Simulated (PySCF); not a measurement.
**IrH6, doublet: molecular constants**

Method: UPBE0 in PySCF with Ir def2-TZVP with ECP60, H def2-TZVP; scalar-relativistic core potentials, no spin–orbit coupling; density-fitted integrals.

The structure is a higher-order saddle point with 2 imaginary modes.

```xyz
7
charge 0 multiplicity 2, angstrom
Ir    0.0122    0.0000    0.0000
H     1.1915    0.0000    1.0718
H    -1.1805    0.4204    1.2699
H    -1.1804   -0.4204    1.2699
H     1.1915    0.0000   -1.0718
H    -1.1805    0.4204   -1.2699
H    -1.1804   -0.4204   -1.2699
```

```
Point group                                                                   : C2v
Bond lengths                                                                  : H–H 0.841 Å (×2), Ir–H 1.594 Å (×2), Ir–H 1.792 Å (×4)
Bond angles                                                                   : H–H–Ir 76.4° (×4), H–Ir–H 27.1° (×2), H–Ir–H 84.5°, H–Ir–H 90.2° (×2), H–Ir–H 90.9° (×4), H–Ir–H 96.6° (×2), H–Ir–H 165.7° (×4)
Spin squared ⟨S²⟩                                                             : 0.752
Dipole moment                                                                 : 2.64 D
Atomisation energy without zero-point energy                                  : 1676 kJ/mol
Rotational constants                                                          : 1.828, 1.769, 0.9731 cm⁻¹
Highest occupied level (β)                                                    : -7.67 eV
Zero-point energy (real modes)                                                : 118.8 kJ/mol
Principal polarisabilities                                                    : 34.5, 48.8, 50.0 bohr³
Lowest empty level (β)                                                        : -3.63 eV
Principal quadrupole moments (Buckingham, traceless) about the centre of mass : -1.30, -0.35, 1.65 D Å
```

Harmonic modes (masses in u: Ir 192.963, H 1.008):
```
symmetry  ω (cm⁻¹)  IR (km/mol)
      b2      351i            –
      a2      310i            –
      a1       563         17.1
      b2       781          3.0
      a2       796          0.0
      b1       802         20.3
      a1       896         25.0
      b1       935          9.0
      a1      1019          5.5
      a2      1656          0.0
      b2      1657         41.5
      b1      2230          151
      a1      2264          116
      b1      3115          136
      a1      3140          140
```

In C2v the vibrations span 3b2 + 3a2 + 5a1 + 4b1. The a2 modes carry no infrared intensity, as symmetry demands.

Charges (e):
```json
{"atom": "Ir1", "Mulliken": "-0.12", "Löwdin": "-0.18", "polar tensor": "-0.18", "spin (Mulliken)": "1.05", "Mayer order to Ir1": "–"}
{"atom": "H2,5", "Mulliken": "-0.04", "Löwdin": "-0.09", "polar tensor": "-0.10", "spin (Mulliken)": "-0.01", "Mayer order to Ir1": "0.90"}
{"atom": "H3,4,6,7", "Mulliken": "0.05", "Löwdin": "0.09", "polar tensor": "0.09", "spin (Mulliken)": "-0.01", "Mayer order to Ir1": "0.33"}
```
Other Mayer orders above 0.3: H–H 0.64 (×2).

Mulliken populations on Ir1 (electrons outside its core potential): s 2.82, p 6.40, d 7.88, f 0.02.

Only a few start shapes were tried, so a lower isomer may exist. Open d and f shells are described by one determinant, and the ground state may have another occupation or spin. At this level a doublet minimum of C2v symmetry lies 14 kJ/mol below this structure. With an element this heavy the missing spin–orbit coupling can shift these numbers.

The final relaxation and frequency run took roughly 120 core-seconds on a shared host.
